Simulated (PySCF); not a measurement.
A PySCF script (with the pyscf-properties extension) for the NMR shieldings of `C=CCN[SiH2]OC(C)=O`, C₅H₁₁NO₂Si, on a GFN2-xTB geometry:

```python
import basis_set_exchange as bse
import numpy as np
from pyscf import gto, dft
from pyscf.prop import nmr

atoms = """
C    -3.992362   -0.174052    0.516080
C    -2.890510   -0.322188   -0.194361
C    -2.064658    0.807501   -0.733330
N    -0.688339    0.740977   -0.298021
Si    0.459741   -0.229198   -1.111050
O     1.778951    0.046294   -0.131851
C     2.965575   -0.396493   -0.502459
C     4.050803   -0.056036    0.483733
O     3.138184   -1.009219   -1.522676
H    -4.548992   -1.015139    0.893237
H    -4.392794    0.801493    0.740602
H    -2.491649   -1.303819   -0.410881
H    -2.058627    0.758120   -1.825147
H    -2.497590    1.766919   -0.431490
H    -0.603500    0.860022    0.701127
H     0.249938   -1.679040   -1.162175
H     0.668387    0.338485   -2.437039
H     5.020162   -0.328030    0.077921
H     3.874376   -0.603079    1.407664
H     4.017756    1.007162    0.707989
"""
names = dict.fromkeys(["C", "N", "Si", "O", "H"], "pcSseg-1")
basis = {el: gto.basis.parse(bse.get_basis(n, elements=[el], fmt="nwchem")) for el, n in names.items()}
mol = gto.M(atom=atoms, basis=basis, charge=0, verbose=0)
mf = dft.RKS(mol, xc="PBE0")
mf.grids.level = 2
mf.grids.alignment = dft.numint.BLKSIZE   # the property module wants whole blocks of grid points
mf.conv_tol = 1e-9
mf.kernel()

calc = nmr.RKS(mf)   # GIAO
C = mf.mo_coeff
Co = C[:, mf.mo_occ > 0]
resp = mf.gen_response(singlet=True, hermi=2)
def vind(x):   # induced exchange potential for any number of trial vectors
    d = np.einsum("pi,xij,qj->xpq", C, 2 * x.reshape(-1, C.shape[1], Co.shape[1]), Co, optimize=True)
    return np.einsum("xpq,pi,qj->xij", resp(d - d.transpose(0, 2, 1)), C, Co, optimize=True).ravel()
mo1, _ = nmr.rhf.solve_mo1(calc, with_cphf=vind)
sigma = calc.kernel(mo1)
for i, s in enumerate(sigma):   # ppm
    w = np.linalg.eigvalsh((s + s.T) / 2)
    print("%2d %-2s iso %8.1f  s11 %8.1f  s22 %8.1f  s33 %8.1f" % (i, mol.atom_pure_symbol(i), w.mean(), *w))
```

Q: Give the expected output.

A: 
```
 0 C  iso     67.0  s11    -43.5  s22     83.0  s33    161.4
 1 C  iso     37.7  s11    -85.1  s22     48.1  s33    150.2
 2 C  iso    137.9  s11    112.9  s22    144.8  s33    156.1
 3 N  iso    230.9  s11    197.4  s22    231.1  s33    264.3
 4 Si iso    379.4  s11    351.8  s22    374.4  s33    412.0
 5 O  iso    130.5  s11     -6.7  s22    170.7  s33    227.4
 6 C  iso     10.1  s11    -90.0  s22     44.2  s33     76.2
 7 C  iso    162.7  s11    140.0  s22    154.2  s33    193.9
 8 O  iso   -131.9  s11   -391.6  s22   -240.8  s33    236.7
 9 H  iso     26.5  s11     23.5  s22     25.5  s33     30.4
10 H  iso     26.4  s11     22.9  s22     25.9  s33     30.2
11 H  iso     25.5  s11     22.3  s22     24.8  s33     29.5
12 H  iso     28.3  s11     24.2  s22     28.2  s33     32.5
13 H  iso     28.3  s11     23.1  s22     27.9  s33     33.8
14 H  iso     31.2  s11     22.4  s22     31.4  s33     39.8
15 H  iso     26.2  s11     22.2  s22     25.7  s33     30.7
16 H  iso     26.5  s11     23.2  s22     25.4  s33     31.1
17 H  iso     29.9  s11     25.8  s22     28.2  s33     35.6
18 H  iso     29.4  s11     26.0  s22     28.5  s33     33.8
19 H  iso     29.5  s11     25.6  s22     29.1  s33     33.7
```

These numbers come from an equivalent density-fitted implementation of the same equations, which agrees with the script to about 0.01 ppm for H and up to a few tenths of a ppm for heavy atoms, so last digits may differ.

Q: Turn these shieldings into chemical shifts. Shifts are taken against calculated references (same method and geometry level): ¹³C (σref 186.93) and ²⁹Si (σref 349.16) and ¹H (σref 31.72) against TMS; ¹⁵N (σref 267.73) vs NH3; ¹⁷O (σref 336.08) vs H2O.

A: Averaging equivalent atoms: C 6: 176.8; C 1: 149.2; C 0: 119.9; C 2: 49.0; C 7: 24.3; N 3: 36.8; Si 4: -30.2; O 8: 468.0; O 5: 205.6; H 11: 6.18; H 10: 5.36; H 15/16: 5.35; H 9: 5.24; H 12/13: 3.43; H 17/18/19: 2.12; H 14: 0.53 ppm. Unscaled 17O shifts of doubly bonded oxygen tend to come out too high, by tens of ppm or more. Experimental scales use liquid or dissolved standards, which lie at an offset from isolated NH3 (liquid NH3: subtract about 20 ppm) and H2O (liquid H2O: subtract about 36 ppm).

Size and cost of the density-fitted run: 215 basis functions, 76 s wall time on 1 thread of an Arm Neoverse N1, shared host; peak memory 0.95 GiB.
